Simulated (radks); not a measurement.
Results of a calculation; reference values are marked as such.
Br27+, 8 electrons, occupied as [He] 2s2 2p4. Level of theory: scalar-relativistic Kohn-Sham, SCAN, spin-polarised, spherical densities, finite nucleus; open shells are filled with parallel spins first; meta-GGA in the generalised Kohn-Sham scheme; Fermi nuclear charge, rms radius 4.1629 fm (a radial shooting solver on a logarithmic mesh with Libxc functionals).

Normalised radial functions P(r) = r R(r), r in bohr:

r         1s down    2s up  2p down
0.002236   0.9262   0.3090   0.0076
0.002481   1.0155   0.3387   0.0092
0.002775   1.1200   0.3734   0.0113
0.003104   1.2339   0.4111   0.0139
0.003444   1.3483   0.4490   0.0168
0.003852   1.4812   0.4928   0.0206
0.004309   1.6244   0.5400   0.0253
0.004781   1.7669   0.5867   0.0306
0.005348   1.9304   0.6402   0.0375
0.005981   2.1040   0.6966   0.0460
0.006637   2.2739   0.7515   0.0555
0.007423   2.4653   0.8127   0.0680
0.008303   2.6642   0.8756   0.0831
0.009213   2.8539   0.9347   0.1000
0.01031    3.0614   0.9980   0.1220
0.01153    3.2693   1.0595   0.1484
0.01279    3.4594   1.1135   0.1778
0.01431    3.6567   1.1661   0.2154
0.016      3.8413   1.2106   0.2604
0.01775    3.9962   1.2418   0.3095
0.01986    4.1390   1.2613   0.3717
0.02221    4.2502   1.2623   0.4445
0.02465    4.3189   1.2430   0.5228
0.02757    4.3490   1.1963   0.6196
0.03083    4.3276   1.1182   0.7303
0.03421    4.2569   1.0139   0.8459
0.03827    4.1231   0.8640   0.9844
0.0428     3.9283   0.6726   1.1367
0.0475     3.6947   0.4566   1.2890
0.05312    3.3915   0.1829   1.4627
0.05942    3.0431  -0.1283   1.6430
0.06593    2.6905  -0.4454   1.8110
0.07375    2.2931  -0.8072   1.9866
0.08249    1.8943  -1.1765   2.1482
0.09153    1.5379  -1.5118   2.2773
0.1024     1.1844  -1.8449   2.3843
0.1145     0.8735  -2.1264   2.4480
0.1271     0.6309  -2.3249   2.4606
0.1421     0.4233  -2.4545   2.4180
0.159      0.2676  -2.4849   2.3134
0.1764     0.1648  -2.4210   2.1621
0.1973     0.0911  -2.2581   1.9472
0.2207     0.0464  -2.0128   1.6905
0.2448     0.0229  -1.7322   1.4293
0.2739     0.0097  -1.4010   1.1416
0.3063     0.0037  -1.0704   0.8667
0.3399     0.0013  -0.7884   0.6380
0.3802     0.0004  -0.5309   0.4316
0.4252     0.0001  -0.3315   0.2721
0.4718     0.0000  -0.1986   0.1653
0.5278     0.0000  -0.1046   0.0888
0.5903     0.0000  -0.0498   0.0433
0.655      0.0000  -0.0225   0.0202
0.7326     0.0000  -0.0085   0.0079
0.8195     0.0000  -0.0028   0.0027
0.9093     0.0000  -0.0009   0.0009
1.017      0.0000  -0.0002   0.0002
1.138      0.0000  0.0000   0.0000
1.262      0.0000  0.0000   0.0000
1.412      0.0000  0.0000   0.0000

1s down: eigenvalue -14934.1 eV, 0 radial nodes, <r> = 0.0426 bohr, 90 % of the charge inside 0.0762 bohr. 2s up: eigenvalue -3158.9 eV, 1 radial node at r = 0.0568 bohr, <r> = 0.182 bohr, 90 % of the charge inside 0.279 bohr. 2p down: eigenvalue -2950.8 eV, 0 radial nodes, <r> = 0.158 bohr, 90 % of the charge inside 0.255 bohr.

Empty levels of this run are not shown, since the potential may be unsettled where no density lies.
